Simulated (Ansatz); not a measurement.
Program: Ansatz. Geometries: PBE0-D4/def2-TZVP. ΔE: electronic, gas phase. CBS: MP2 limit from def2 TZ/QZ plus the TZ coupled-cluster correction, frozen cores. DFT in def2-TZVPP. B3LYP here is the variant with VWN-RPA as its local correlation; programs differ in this. Elements past krypton have def2 core potentials. For Ga, Sn outer-core shells are correlated without core-valence functions, which leaves a few kJ/mol of doubt a bond. Scalar relativity is left out up to krypton. Each species was taken in one conformer, which may not be the lowest.

Reaction (redistribution): `[SH][Ga]([SH])[SH]` + `C[O][SnH2][OH]` → `C[O][Ga]([SH])[SH]` + `[OH][SnH2][SH]`

```
             level  ΔE (kcal/mol)  difference from CCSD(T)/CBS
            PBE-D4           -3.4                         -0.8
         r2SCAN-D4           -3.4                         -0.8
           PBE0-D4           -3.2                         -0.6
          B3LYP-D4           -3.1                         -0.5
           ωB97X-V           -3.1                         -0.5
           ωB97M-V           -3.1                         -0.5
            B2PLYP           -3.4                         -0.8
               PBE           -3.5                         -0.9
            r2SCAN           -3.4                         -0.8
              PBE0           -3.2                         -0.6
             B3LYP           -3.3                         -0.7
     HF/def2-TZVPP           -2.8                         -0.2
    MP2/def2-TZVPP           -3.6                         -1.0
SCS-MP2/def2-TZVPP           -3.4                         -0.8
   CCSD/def2-TZVPP           -3.4                         -0.8
CCSD(T)/def2-TZVPP           -3.5                         -0.9
     HF/def2-QZVPP           -2.9                         -0.3
    MP2/def2-QZVPP           -3.2                         -0.6
SCS-MP2/def2-QZVPP           -3.1                         -0.5
      HF/CBS(def2)           -2.9                         -0.3
     MP2/CBS(def2)           -2.8                         -0.2
    CCSD/CBS(def2)           -2.6                          0.0
       CCSD(T)/CBS           -2.6                            0
```

Largest T1 diagnostic among the species: 0.014.
